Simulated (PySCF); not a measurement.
One formula, C5H7BO2, several structures.

PySCF, B3LYP/def2-SVPD, density fitting, gas phase; each molecule at its own PBE0-D3(BJ)/def2-SVP geometry, one conformer. Singlet excitations by full TDDFT with frozen cores, triplets by Tamm–Dancoff TDDFT and ionisation energies by ΔSCF, from the lowest of the holes tried. 

Torsions of the conformers computed, which needn't be the lowest (atom-mapped SMILES):
- `[CH2:1]=[CH:2][C:3]1=[O+:4][BH2-:5][O:6][CH:7]=[CH:8]1`: C1–C2–C3–O4 1°
- `[CH3:1]/[CH:2]=[CH:3]\[C:4]#[C:5][B:6]([OH:7])[OH:8]`: H–O7–B6–C5 0°, H–O8–B6–C5 180°
- `[CH2:1]=[CH:2][B@@H-:3]1[O:4][CH:5]=[CH:6][CH:7]=[O+:8]1`: C1–C2–B3–O4 122°
- `[CH3:1][C:2]1=[CH:3][C:4]/1=[CH:5]\[B:6]([OH:7])[OH:8]`: C4–C5–B6–O7 -179°, H–O7–B6–C5 180°, H–O8–B6–C5 180°
- `[CH3:1]/[CH:2]=[CH:3]/[C:4]#[C:5][B:6]([OH:7])[OH:8]`: H–O7–B6–C5 180°, H–O8–B6–C5 -179°
- `[CH:1]#[C:2]/[C:3]([CH3:4])=[CH:5]\[B:6]([OH:7])[OH:8]`: C3–C5–B6–O7 179°, H–O7–B6–C5 0°, H–O8–B6–C5 180°
- `[OH:1][B:2]([OH:3])[C:4]1=[CH:5][CH2:6][CH:7]=[CH:8]1`: O1–B2–C4–C5 -178°, H–O1–B2–O3 1°, H–O3–B2–O1 1°

Reference: `C=CC1=[O+][BH2-]OC=C1`, with HOMO energy -6.55 eV, LUMO energy -3.00 eV, lowest singlet excitation 2.84 eV, lowest triplet excitation 2.12 eV, mean polarisability 88.9 au, dipole moment 4.90 D and vertical ionisation energy 8.60 eV.

Changes against it:

| molecule | Δ electronic energy (kcal/mol) | Δ HOMO energy (eV) | Δ LUMO energy (eV) | Δ lowest singlet excitation (eV) | Δ lowest triplet excitation (eV) | Δ mean polarisability (au) | Δ dipole moment (D) | Δ vertical ionisation energy (eV) |
| --- | --- | --- | --- | --- | --- | --- | --- | --- |
| CC1=CC/1=C\B(O)O | -9.4 | +0.90 | +2.47 | +1.46 | +1.31 | -3.7 | -2.48 | -0.85 |
| C/C=C/C#CB(O)O | -27.8 | +0.04 | +1.71 | +1.81 | +1.04 | +4.8 | -3.93 | -0.03 |
| C#C/C(C)=C\B(O)O | -20.3 | -0.27 | +1.42 | +1.85 | +1.03 | -3.0 | -3.52 | +0.30 |
| OB(O)C1=CCC=C1 | -50.7 | +0.52 | +2.02 | +1.81 | +0.80 | -9.7 | -3.09 | -0.41 |

Rows whose labels were lost:

| row | Δ electronic energy (kcal/mol) | Δ HOMO energy (eV) | Δ LUMO energy (eV) | Δ lowest singlet excitation (eV) | Δ lowest triplet excitation (eV) | Δ mean polarisability (au) | Δ dipole moment (D) | Δ vertical ionisation energy (eV) |
| --- | --- | --- | --- | --- | --- | --- | --- | --- |
| P | -22.0 | -0.82 | +2.54 | +2.53 | +2.55 | -8.5 | -4.27 | +1.01 |
| Q | -32.4 | -0.19 | +1.48 | +1.88 | +1.04 | +1.6 | -3.33 | +0.21 |
| R | +1.1 | -0.27 | +0.26 | +0.42 | +0.51 | -8.9 | -0.59 | +0.27 |

Task: Which row belongs to which of `C/C=C\C#CB(O)O`, `C=C[B@@H-]1OC=CC=[O+]1` and `CC#CB1OCCO1`?

Result: P = `CC#CB1OCCO1`, Q = `C/C=C\C#CB(O)O` and R = `C=C[B@@H-]1OC=CC=[O+]1`. P and Q are told apart most clearly by the lowest triplet excitation (+2.55 against +1.04 eV); P and R are told apart most clearly by the dipole moment (-4.27 against -0.59 D); Q and R are told apart most clearly by the electronic energy (-32.4 against +1.1 kcal/mol); Q comes close to the labelled row of `C/C=C/C#CB(O)O` in every column.

Task: Which row has the smallest HOMO–LUMO gap and which the largest, and does the HOMO or the LUMO shift more there?

Result: Smallest, counted from the reference: R, +0.53 eV (HOMO -0.27, LUMO +0.26), the larger shift being that of neither alone. Largest: P, +3.36 eV (HOMO -0.82, LUMO +2.54), the larger shift being that of the LUMO. The gap of the reference itself lies below all of them.
